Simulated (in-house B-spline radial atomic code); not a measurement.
Orbital energies and mean radii along the 47-electron series, configuration [Kr] 4d10 5s1. The effective charge is n√(-2ε), a non-relativistic measure. Computed with an all-electron radial atomic-structure program (B-spline basis): Dirac-Hartree-Fock, average of the configuration, finite nuclei.

```tsv
ion	Z	energy of 3d5/2 (Eh)	mean radius of 3d5/2 (bohr)	energy of 4d3/2 (Eh)	mean radius of 4d3/2 (bohr)	energy of 4d5/2 (Eh)	mean radius of 4d5/2 (bohr)	effective charge of 3d5/2
Ag	47	-14.385	0.34601	-0.52597	1.3707	-0.5015	1.3959	16.092
Cd+	48	-16.05	0.33499	-1.052	1.2437	-1.0227	1.2625	16.997
In2+	49	-17.875	0.32466	-1.6831	1.1458	-1.6478	1.1613	17.937
Sn3+	50	-19.841	0.31495	-2.4034	1.0666	-2.3613	1.0801	18.898
Sb4+	51	-21.939	0.3058	-3.2054	1.0004	-3.1555	1.0126	19.872
Te5+	52	-24.166	0.29717	-4.0849	0.94376	-4.0263	0.95491	20.856
I6+	53	?	?	?	?	?	?	?
Xe7+	54	-28.988	0.28129	-6.0653	0.85074	-5.9864	0.8606	22.843
Cs8+	55	-31.58	0.27396	-7.1629	0.8118	-7.0722	0.82121	23.842
Ba9+	56	-34.29	0.267	-8.3304	0.77672	-8.2269	0.78577	24.844
La10+	57	-37.116	0.26039	-9.5671	0.7449	-9.4496	0.75366	25.847
Ce11+	58	?	?	?	?	?	?	?
Pr12+	59	?	?	?	?	?	?	?
Nd13+	60	-46.289	0.24235	-13.686	0.6646	-13.519	0.67275	28.865
Pm14+	61	-49.576	0.23687	-15.194	0.64184	-15.007	0.64985	29.872
```

Q: Fill in the row of I6+.

A: energy of 3d5/2 (Eh): -26.516; mean radius of 3d5/2 (bohr): 0.28901; energy of 4d3/2 (Eh): -5.0388; mean radius of 4d3/2 (bohr): 0.89437; energy of 4d5/2 (Eh): -4.9706; mean radius of 4d5/2 (bohr): 0.90479; effective charge of 3d5/2: 21.847.

Q: Fill in the row of Ce11+.

A: energy of 3d5/2 (Eh): -40.059; mean radius of 3d5/2 (bohr): 0.25408; energy of 4d3/2 (Eh): -10.872; mean radius of 4d3/2 (bohr): 0.71585; energy of 4d5/2 (Eh): -10.739; mean radius of 4d5/2 (bohr): 0.72436; effective charge of 3d5/2: 26.853.

Q: Fill in the row of Pr12+.

A: energy of 3d5/2 (Eh): -43.117; mean radius of 3d5/2 (bohr): 0.24808; energy of 4d3/2 (Eh): -12.246; mean radius of 4d3/2 (bohr): 0.68919; energy of 4d5/2 (Eh): -12.096; mean radius of 4d5/2 (bohr): 0.6975; effective charge of 3d5/2: 27.859.

Q: How does the screening of 3d5/2 change?

A: Z less the effective charge goes from 30.91 at Z = 47 to 31.13 at Z = 61.
